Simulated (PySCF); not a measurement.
Species: C4H7FSi.
Z-matrix (Å and degrees, PBE0-D3(BJ)/def2-SVP geometry), rows numbered from 1:
```
F 
C   1  1.3342
C   2  1.3317  1  122.09
C   3  1.4734  2  124.29  1  -178.82
C   4  1.5435  3  118.65  2  -141.71
Si  5  1.8562  4   66.61  3  -113.80
H   2  1.0947  1  112.83  3  -179.57
H   3  1.0961  2  117.30  1     0.79
H   4  1.0974  3  114.02  2    -2.71
H   5  1.0952  4  116.29  6  -112.86
H   5  1.0960  4  115.75  6   111.94
H   6  1.4836  4  118.07  5  -104.69
H   6  1.4841  4  119.23  5   105.39
```

The closed-shell ground state was solved at several levels (PySCF, density fitting, gas phase, non-relativistic).

| level | basis functions | total energy (Eh) | HOMO (eV) | LUMO (eV) | gap (eV) | dipole (D) |
| --- | --- | --- | --- | --- | --- | --- |
| HF/pcSseg-1 | 144 | -543.7781 | -8.69 | 3.25 | 11.94 | 2.44 |
| BHandHLYP/def2-SVPD | 183 | -545.4899 | -7.34 | 0.74 | 8.08 | 2.27 |
| PBE0/6-311+G(2d,p) | 212 | -545.5766 | -6.36 | -0.28 | 6.08 | 2.02 |
| B97-D/pcSseg-1 | 144 | -545.6842 | -5.22 | -0.72 | 4.50 | 1.81 |
| LDA/def2-SVPD | 183 | -542.3949 | -5.50 | -1.15 | 4.35 | 1.94 |
| LDA/pcSseg-1 | 144 | -542.6241 | -5.44 | -1.04 | 4.40 | 1.82 |

(1) What might PBE0/cc-pVTZ (282 basis functions) give for the same quantities?

(2) Over all these levels, which gives the widest orbital gap and which the narrowest?

(3) How far do the dipole and the HOMO energy spread over the levels?

## Answers

(1) Total energy -545.5938 Eh, HOMO -6.30 eV, LUMO 0.02 eV, gap 6.32 eV, dipole 1.84 D.

(2) HF/pcSseg-1 (Hartree–Fock, all exact exchange) has the widest, 11.94 eV, and LDA/def2-SVPD (LDA) the narrowest, 4.35 eV. Functional and basis both differ between the two, so the spread mixes both effects.

(3) The dipole runs from 1.81 to 2.44 D (mean 2.02 D) and the HOMO from -8.69 to -5.22 eV.

One conformer stands for the species.

The pairwise dispersion term of B97-D wasn't added to the energies; at a given geometry it leaves orbitals and properties as they are.
